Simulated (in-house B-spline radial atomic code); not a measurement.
**PBE hybrid excitations of Mg²⁺**

Method: PBE hybrid with 0.4 exact exchange. Computed with an all-electron radial atomic-structure program (B-spline basis): linear response of the closed shell [He] 2s2 2p6 with the functional's adiabatic kernel; non-relativistic, point nucleus, no spin-orbit coupling, no double excitations, S, P, D and F terms only. Only terms of natural parity with L up to 3 were computed.

Command:
```bash
python run_td.py task.json out
```
Settings (radii: box in bohr, nucleus in fm):
```
Z                        12
electrons                10
configuration            [He] 2s2 2p6
hamiltonian              nr
method                   pbeh
box_radius               29.48
exact_exchange_fraction  0.4
intervals                52
```

Cost of the run: 0.4 s on 1 thread of Arm Neoverse N1 (shared host).

The lowest states, in the order of their Tamm-Dancoff energies; the method's threshold (minus the highest occupied level) is 73.23 eV. Labels give the largest channel, * marks a mixed state, and oscillator strengths are full-response dipole values. Semilocal kernels can invert the small singlet-triplet splittings of Rydberg terms. Energies in eV:

```json
{"state": "2p → 3s 3P", "full response": "51.01", "Tamm-Dancoff": "51.03", "oscillator strength": "-"}
{"state": "2p → 3s 1P", "full response": "51.68", "Tamm-Dancoff": "51.69", "oscillator strength": "0.209"}
{"state": "2p → 3p 3S", "full response": "55.91", "Tamm-Dancoff": "55.96", "oscillator strength": "-"}
{"state": "2p → 3p 3D", "full response": "56.61", "Tamm-Dancoff": "56.63", "oscillator strength": "-"}
{"state": "2p → 3p 1D", "full response": "57.05", "Tamm-Dancoff": "57.05", "oscillator strength": "-"}
{"state": "2p → 3p 1S", "full response": "59.25", "Tamm-Dancoff": "59.48", "oscillator strength": "-"}
{"state": "2p → 3d 3P", "full response": "?", "Tamm-Dancoff": "?", "oscillator strength": "-"}
{"state": "2p → 3d 3F", "full response": "63.29", "Tamm-Dancoff": "63.30", "oscillator strength": "-"}
{"state": "2p → 3d 1F", "full response": "63.38", "Tamm-Dancoff": "63.38", "oscillator strength": "-"}
{"state": "2p → 3d 1P", "full response": "63.65", "Tamm-Dancoff": "63.67", "oscillator strength": "0.339"}
{"state": "2p → 4s 3P", "full response": "64.10", "Tamm-Dancoff": "64.11", "oscillator strength": "-"}
{"state": "2p → 4s 1P", "full response": "64.25", "Tamm-Dancoff": "64.26", "oscillator strength": "0.0319"}
{"state": "2p → 4p 3S", "full response": "65.57", "Tamm-Dancoff": "65.58", "oscillator strength": "-"}
{"state": "2p → 4p 3D", "full response": "65.73", "Tamm-Dancoff": "65.74", "oscillator strength": "-"}
{"state": "2p → 4p 1D", "full response": "65.84", "Tamm-Dancoff": "65.85", "oscillator strength": "-"}
{"state": "2p → 4p 1S", "full response": "66.50", "Tamm-Dancoff": "66.57", "oscillator strength": "-"}
{"state": "2p → 4d 3P", "full response": "67.81", "Tamm-Dancoff": "67.81", "oscillator strength": "-"}
{"state": "2p → 4d 3F", "full response": "67.84", "Tamm-Dancoff": "67.85", "oscillator strength": "-"}
{"state": "2p → 4d 1F", "full response": "67.88", "Tamm-Dancoff": "67.88", "oscillator strength": "-"}
{"state": "2p → 4d 1P", "full response": "68.01", "Tamm-Dancoff": "68.02", "oscillator strength": "0.138"}
{"state": "2p → 5s 3P", "full response": "?", "Tamm-Dancoff": "?", "oscillator strength": "-"}
{"state": "2p → 5s 1P", "full response": "68.25", "Tamm-Dancoff": "68.25", "oscillator strength": "0.011"}
```

Task: Where does 2p → 5s 3P lie?

Result: At 68.19 eV in full response, 68.19 eV in Tamm-Dancoff.

Task: Where does 2p → 3d 3P lie?

Result: At 63.19 eV in full response, 63.19 eV in Tamm-Dancoff.

Task: How large is the singlet-triplet splitting of 2p → 3s (P terms) in Tamm-Dancoff?

Result: 0.664 eV, from the unrounded values.

Task: What polarisabilities and dispersion coefficient does the method give?

Result: Dipole 0.4918 bohr³, quadrupole 0.5621 bohr⁵, C6 0.5913 hartree·bohr⁶ for two such species.
